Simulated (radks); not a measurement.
Results of a calculation; reference values are marked as such.
Problem. Excited configurations of Ca: one electron is placed in a higher orbital outside [Ar] 4s1. The ground configuration is [Ar] 4s2. Level of theory: non-relativistic Kohn-Sham, TPSS, spin-polarised, spherical densities, point nucleus; open shells are filled with parallel spins first; meta-GGA in the generalised Kohn-Sham scheme (a radial shooting solver on a logarithmic mesh with Libxc functionals). Excitation = E - E(ground); binding = E(ion) - E, where the ion is the core of charge +1; n* = 1/sqrt(2 binding) in atomic units, and the quantum defect is n - n*.

| outer orbital | excitation (eV) | binding (eV) | n* | quantum defect | eigenvalue (eV) | <r> (bohr) |
|---|---|---|---|---|---|---|
| 4p | 1.789 | 4.193 | 1.801 | 2.199 | -2.233 | 4.957 |
| 5p | 4.243 | 1.739 | 2.797 | 2.203 | -1.017 | 11.87 |

Estimate the row for 4d.

Solution. excitation (eV) 4.371; binding (eV) 1.611; n* 2.906; quantum defect 1.094; eigenvalue (eV) -0.780; <r> (bohr) 10.44. The Delta-SCF ionisation energy is 5.982 eV (NIST Atomic Spectra Database: 6.113 eV, measured). Self-interaction in the functional shifts the binding energies and quantum defects, so they are the method's values and not measured ones.
